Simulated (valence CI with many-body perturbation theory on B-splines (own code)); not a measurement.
E1 line list for Ti⁷⁺

Computed by configuration interaction combined with many-body perturbation theory (CI+MBPT): five valence electrons over a frozen Dirac-Fock core [Ne], radial functions for each j: 11 s, 11 p, 10 d, 8 f, 5 g, 2 h, with the one-electron correlation potential Σ1, the two-electron term Σ2, the three-electron term Σ3, Breit, model QED; selected CI, second order for the rest, scaled by the run's own slope (own B-spline code, finite nucleus).

Against 9 measured levels this calculation errs by 148 cm⁻¹ on average and by 216 at most. These come from a selection out of Corliss and Sugar, J. Phys. Chem. Ref. Data 8, 1 (1979). Levels without a partner in it may be off by more. Among the levels kept, up to 3200 cm⁻¹ of a level comes from second order outside the variational space, and about a tenth of that is noise between levels of different J, which matters for small intervals.

Lines 1 to 50 of 591 in falling wavelength, among levels below 751430 cm⁻¹, chosen from the strongest by gf and those to the six lowest levels. Wavelengths and rates use the calculated energies, so an error of 100 cm⁻¹ moves a line at 514.3 Å by 0.051 % and its rate by three times that or more. Electric multipoles are in the length gauge, E1 and E2 with the static RPA response of the core. Weak lines are less certain than strong ones. Lines between different terms over intervals too small for the method are left out, as are lines whose strength nearly cancels. Where a level lies close to another of its J and parity, the split of strength between their lines is uncertain. The highest levels of a list are the least certain.

Names give the largest LS component (configuration and term), which can be under half, so a name can repeat, a term be missing and a line seem to break the LS rules; names also repeat where a configuration has a term twice. Letters in brackets count levels of one name in rising energy.

| λ vac (Å) | λ from measured levels | Upper | Lower | A (s⁻¹) | S (a.u.) with core polarisation | S without |
| --- | --- | --- | --- | --- | --- | --- |
| 1974 |  | 3s2.3p2.4p 2S°_1/2 | 3s2.3p2.4s 2P_3/2 | 1.04e+08 | 7.86e-01 | 7.86e-01 |
| 1821 |  | 3s2.3p2.4p 2S°_1/2 | 3s2.3p2.4s 2P_1/2 | 1.10e+08 | 6.53e-01 | 6.53e-01 |
| 1799 |  | 3s2.3p2.4p 2D°_5/2 | 3s2.3p2.4s 2D_5/2 | 4.46e+07 | 7.69e-01 | 7.69e-01 |
| 1532 |  | 3s2.3p2.4p 4P°_5/2 | 3s2.3p2.4s 2P_3/2 | 1.34e+08 | 1.42e+00 | 1.43e+00 |
| 1474 |  | 3s2.3p2.4p 2D°_3/2 | 3s2.3p2.4s 2P_1/2 | 2.16e+08 | 1.37e+00 | 1.37e+00 |
| 1457 |  | 3s2.3p2.4p 4D°_5/2 | 3s2.3p2.4s 4P_5/2 | 1.17e+08 | 1.07e+00 | 1.07e+00 |
| 1438 |  | 3s2.3p2.4p 4D°_3/2 | 3s2.3p2.4s 4P_3/2 | 2.54e+08 | 1.49e+00 | 1.50e+00 |
| 1426 |  | 3s2.3p2.4p 4P°_3/2 | 3s2.3p2.4s 2P_1/2 | 2.05e+08 | 1.17e+00 | 1.17e+00 |
| 1419 |  | 3s2.3p2.4p 2D°_5/2 | 3s2.3p2.4s 2P_3/2 | 3.46e+08 | 2.92e+00 | 2.93e+00 |
| 1416 |  | 3s2.3p2.4p 4D°_1/2 | 3s2.3p2.4s 4P_1/2 | 5.56e+08 | 1.56e+00 | 1.56e+00 |
| 1388 |  | 3s2.3p2.4p 4D°_7/2 | 3s2.3p2.4s 4P_5/2 | 7.49e+08 | 7.92e+00 | 7.94e+00 |
| 1384 |  | 3s2.3p2.4p 4D°_3/2 | 3s2.3p2.4s 4P_1/2 | 4.35e+08 | 2.28e+00 | 2.28e+00 |
| 1383 |  | 3s2.3p2.4p 4D°_5/2 | 3s2.3p2.4s 4P_3/2 | 6.16e+08 | 4.82e+00 | 4.83e+00 |
| 1379 |  | 3s2.3p2.4p 4S°_3/2 [a] | 3s2.3p2.4s 4P_3/2 | 2.30e+08 | 1.19e+00 | 1.19e+00 |
| 1374 |  | 3s2.3p2.4p 2D°_3/2 | 3s2.3p2.4s 4P_5/2 | 1.67e+08 | 8.56e-01 | 8.58e-01 |
| 1343 |  | 3s2.3p2.4p 4P°_5/2 | 3s2.3p2.4s 4P_5/2 | 4.45e+08 | 3.19e+00 | 3.20e+00 |
| 1331 |  | 3s2.3p2.4p 4P°_3/2 | 3s2.3p2.4s 4P_5/2 | 2.21e+08 | 1.03e+00 | 1.03e+00 |
| 1302 |  | 3s2.3p2.4p 4P°_1/2 | 3s2.3p2.4s 4P_3/2 | 7.47e+08 | 1.63e+00 | 1.63e+00 |
| 1280 |  | 3s2.3p2.4p 4P°_5/2 | 3s2.3p2.4s 4P_3/2 | 1.45e+08 | 9.00e-01 | 9.03e-01 |
| 1270 |  | 3s2.3p2.4p 4P°_3/2 | 3s2.3p2.4s 4P_3/2 | 1.27e+08 | 5.13e-01 | 5.14e-01 |
| 1263 |  | 3s2.3p2.4p 2D°_3/2 | 3s2.3p2.4s 4P_1/2 | 1.43e+08 | 5.68e-01 | 5.70e-01 |
| 1255 |  | 3s2.3p2.4p 2D°_5/2 | 3s2.3p2.4s 4P_5/2 | 2.86e+08 | 1.68e+00 | 1.68e+00 |
| 1227 |  | 3s2.3p2.4p 4P°_3/2 | 3s2.3p2.4s 4P_1/2 | 1.42e+08 | 5.18e-01 | 5.20e-01 |
| 1193 |  | 3s2.3p2.4p 4S°_3/2 [b] | 3s2.3p2.4s 4P_5/2 | 4.34e+08 | 1.45e+00 | 1.46e+00 |
| 1143 |  | 3s2.3p2.4p 4S°_3/2 [b] | 3s2.3p2.4s 4P_3/2 | 1.85e+08 | 5.47e-01 | 5.48e-01 |
| 882.5 |  | 3p4.3d 4D_7/2 | 3s.3p3.3d 4D°_7/2 [d] | 1.16e+08 | 3.14e-01 | 3.28e-01 |
| 738.4 |  | 3p4.3d 4F_9/2 | 3s.3p3.3d 4D°_7/2 [d] | 3.99e+08 | 7.93e-01 | 8.27e-01 |
| 621.3 |  | 3s.3p4 4P_5/2 | 3s2.3p3 2D°_5/2 | 3.49e+06 | 2.48e-03 | 2.58e-03 |
| 584.7 |  | 3p4.3d 2P_1/2 | 3s.3p3.3d 2D°_3/2 [b] | 1.07e+09 | 2.12e-01 | 2.21e-01 |
| 572.5 |  | 3p5 2P°_3/2 | 3s2.3p2.3d 2P_3/2 [a] | 1.17e+09 | 4.34e-01 | 4.52e-01 |
| 571.0 |  | 3p4.3d 2P_3/2 | 3s.3p3.3d 2D°_5/2 [b] | 5.63e+08 | 2.07e-01 | 2.15e-01 |
| 556.0 |  | 3s.3p3.3d 4F°_9/2 [a] | 3s2.3p2.3d 4F_9/2 | 4.34e+08 | 3.68e-01 | 3.84e-01 |
| 552.4 |  | 3s.3p3.3d 4F°_7/2 [a] | 3s2.3p2.3d 4F_7/2 | 3.91e+08 | 2.60e-01 | 2.71e-01 |
| 549.7 |  | 3s.3p3.3d 4F°_5/2 [a] | 3s2.3p2.3d 4F_5/2 | 3.84e+08 | 1.89e-01 | 1.97e-01 |
| 538.8 |  | 3s.3p4 2D_5/2 | 3s2.3p3 2P°_3/2 | 2.43e+08 | 1.13e-01 | 1.18e-01 |
| 535.9 |  | 3s.3p4 2D_3/2 | 3s2.3p3 2P°_1/2 | 1.48e+08 | 4.49e-02 | 4.69e-02 |
| 514.3 | 514.2 | 3s.3p4 4P_5/2 | 3s2.3p3 4S°_3/2 | 8.36e+08 | 3.37e-01 | 3.51e-01 |
| 504.9 | 504.8 | 3s.3p4 4P_3/2 | 3s2.3p3 4S°_3/2 | 8.74e+08 | 2.22e-01 | 2.31e-01 |
| 503.8 |  | 3p4.3d 4F_9/2 | 3s.3p3.3d 4F°_9/2 [b] | 7.39e+08 | 4.67e-01 | 4.87e-01 |
| 500.2 | 500.1 | 3s.3p4 4P_1/2 | 3s2.3p3 4S°_3/2 | 8.99e+08 | 1.11e-01 | 1.16e-01 |
| 489.0 |  | 3s.3p3.3d 4G°_11/2 | 3s2.3p2.3d 4F_9/2 | 1.81e+09 | 1.25e+00 | 1.30e+00 |
| 487.8 |  | 3s.3p3.3d 2F°_7/2 [c] | 3s2.3p2.3d 2F_7/2 [b] | 3.90e+08 | 1.79e-01 | 1.86e-01 |
| 484.0 |  | 3s.3p3.3d 4G°_9/2 | 3s2.3p2.3d 4F_7/2 | 1.73e+09 | 9.68e-01 | 1.01e+00 |
| 481.7 |  | 3s.3p4 2D_3/2 | 3s2.3p3 2D°_5/2 | 6.81e+07 | 1.50e-02 | 1.57e-02 |
| 480.6 |  | 3s.3p4 2D_5/2 | 3s2.3p3 2D°_5/2 | 1.41e+09 | 4.65e-01 | 4.84e-01 |
| 480.4 |  | 3s.3p3.3d 4G°_7/2 | 3s2.3p2.3d 4F_5/2 | 1.66e+09 | 7.26e-01 | 7.55e-01 |
| 480.3 |  | 3s.3p3.3d 2D°_3/2 [b] | 3s2.3p2.3d 2P_1/2 [b] | 7.97e+08 | 1.74e-01 | 1.82e-01 |
| 479.2 |  | 3s.3p4 2D_3/2 | 3s2.3p3 2D°_3/2 | 1.58e+09 | 3.42e-01 | 3.56e-01 |
| 478.6 |  | 3s.3p3.3d 4D°_7/2 [c] | 3s2.3p2.3d 4P_5/2 | 3.62e+08 | 1.57e-01 | 1.62e-01 |
| 478.1 |  | 3s.3p4 2D_5/2 | 3s2.3p3 2D°_3/2 | 4.11e+07 | 1.33e-02 | 1.39e-02 |
